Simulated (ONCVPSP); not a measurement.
# Potentials for Fe compared

Generated with ld1.x 7.5 (TM, RRKJ, ultrasoft, PAW), atompaw 4.2 or ONCVPSP 4.0.1. The cutoff is in Ry: for ld1.x and atompaw files where the sum of valence levels is converged to 10 mRy in a Bessel basis, for ONCV files where the hardest occupied wave has 1 mHa per electron of residual kinetic energy. The error is the largest all-electron minus pseudo excitation energy over each file’s own four to seven test configurations (ionisations up to +4, promotions, holes and added fractions of an electron), all of which were solved. The labels leave out finer settings (local radius, basis sizes, second energies), which also bear on the numbers. Spin-polarised tests are not counted. The rows are a selection from randomly drawn settings: files with unsolved tests, undetermined cutoffs or missed reference levels are left out.

A true bound ghost makes a file unfit for plane-wave use even where its test errors are small: the radial tests pick states by their node count and pass the ghost by.

```csv
potential,cutoff (Ry),largest error (meV),bound ghosts
"ONCV, PBE, scalar-relativistic, rc 1.30/0.80/1.45 (spd), local smoothed, core correction yes, reference 3s2 3p6 3d6 4s1, qcut 10.9/8.9/13, projectors 2/2/1",111,-67,none
"ONCV, PBE, scalar-relativistic, rc 2.35/1.35/1.55 (spd), local smoothed, core correction yes, reference 3p6 3d6 4s2, qcut 2.3/9.1/12.4, projectors 3/1/2",101,+79,s
"ONCV, LDA (Perdew-Zunger), scalar-relativistic, rc 1.35/0.90/1.10 (spd), local smoothed, core correction yes, reference 3s2 3p6 3d6 4s1.75, qcut 7.6/11.1/16.5, projectors 2/2/2",177,-0.3,none
"ONCV, PW91, non-relativistic, rc 1.40/1.25/1.35 (spd), local smoothed, core correction yes, reference 3s2 3p6 3d7 4s1, qcut 9.8/11.5/11.1, projectors 2/2/2",96,+10,none
"ONCV, PBE, scalar-relativistic, rc 1.45/0.85/1.30 (spd), local smoothed, core correction yes, reference 3s2 3p6 3d6 4s1.5, qcut 6.4/9.1/11.8, projectors 2/2/2",148,-1.1,none
"ONCV, LDA (Perdew-Wang 92), scalar-relativistic, rc 2.50/2.15/1.10 (spd), local smoothed, core correction yes, reference 3d6 4s1, qcut 2.6/3.5/17.4, projectors 3/2/2",180,-629,none
"ONCV, LDA (Perdew-Wang 92), scalar-relativistic, rc 1.50/1.40/1.25 (spd), local smoothed, core correction yes, reference 3s2 3p6 3d6 4s1.75 4p0.25, qcut 8.3/12.2/14.8, projectors 2/2/1",142,+8.2,none
```

(1) Fill in the row for Fe: ONCV, LDA (Perdew-Wang 92), scalar-relativistic, rc 1.50/1.10/1.75 (spd), local smoothed, core correction yes, reference 3s2 3p6 3d6 4s2, qcut 9.5/10.5/10.1, projectors 2/2/2.

(2) Fill in the row for Fe: ONCV, PBE, scalar-relativistic, rc 1.40/0.90/1.25 (spd), local smoothed, core correction yes, reference 3s2 3p6 3d6 4s1.5, qcut 7.7/8.7/13.5, projectors 2/2/2.

## Answers

(1) cutoff 72 Ry, largest error +84 meV, bound ghosts: none.

(2) cutoff 138 Ry, largest error +62 meV, bound ghosts: none.
